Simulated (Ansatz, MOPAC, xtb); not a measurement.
The molecule NaCl+, multiplicity 2 (lowest of 2S+1 = 2, 4 at CCSD(T)/def2-TZVPP on PBE0 minima; our sources give no spin for the ground state, which may be another).

Seven points along R, fitted to fifth degree in 1/R; most abundant isotopes. Runs in def2 and cc sets follow the lowest solution found near the PBE0 minimum.

Correlated levels freeze the inner cores; with def2 sets outer-core shells near the valence are correlated too. The state that PM6 reach isn't checked.

Programs: Ansatz (an electronic-structure program) with Gaussian orbitals; MOPAC for PM6 (differences of heats of formation); xtb for the GFN methods. Values without a source in brackets are computed. The GFN methods have no spin term and hold the electronic entropy of 300 K.

Q: What bond length and harmonic frequency does PM6 give?

A: r_e = 2.956 Å, ω_e = 139 cm⁻¹.

Q: What bond length and harmonic frequency does GFN2-xTB give?

A: r_e = 2.825 Å, ω_e = 88 cm⁻¹.

Q: What bond length and harmonic frequency does CCSD(T)/def2-QZVPP give?

A: r_e = 2.791 Å, ω_e = 150 cm⁻¹.
